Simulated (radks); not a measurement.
Task: All-electron atom: the copper ion Cu24+ in [He] 2s2 2p1 (the NIST ground configuration). All-electron calculation, scalar-relativistic Kohn-Sham, LDA (Slater exchange, Perdew-Wang correlation), spin-unpolarised, spherical densities, point nucleus. Program: a radial shooting solver on a logarithmic mesh with Libxc functionals. Some entries of the table are withheld. Estimate them.

| orbital | occ. | eigenvalue (eV) | r(max) (bohr) |
|---|---|---|---|
| 1s | 2 | (1) | 0.03411 |
| 2s | 2 | (2) | 0.1874 |
| 2p | 1 | -2227.105 | 0.1477 |
| 3s | 0 | -970.1416 | 0.4869 |
| 3p | 0 | (3) | 0.4590 |
| 3d | 0 | -915.1200 | 0.3531 |

Result: 
(1) 1s eigenvalue (eV): -10388.95
(2) 2s eigenvalue (eV): -2317.704
(3) 3p eigenvalue (eV): -942.0929
